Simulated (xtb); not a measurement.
C$_{2}$H$_{2}$Cl (SMILES C=[C]Cl), doublet, geometry from GFN2-xTB. Base run: GFN0-xTB (xtb).

Here is a job for xtb.
```
$ xtb mol.xyz --gfn 0 --uhf 1 --json

# file mol.xyz
5

C      0.10210539     0.67520826     0.00485216
C      1.34731481     1.04507097     0.01187153
Cl    -0.73486159    -0.75123729    -0.00767688
H      2.19266263     0.35806744     0.01041576
H      1.60346329     2.09129104     0.01974902
```

Each row names what was changed in the base input (with any setting that the change needs).

| change | ΔE vs base (kcal/mol) |
|---|---|
| base | 0.000 |
| etemp = 10 | 0.000 |
| acc = 30 | 0.000 |
| etemp = 3000 | -0.451 |
| etemp = 5000 | -3.21 |
| acc = 1000 | 0.000 |
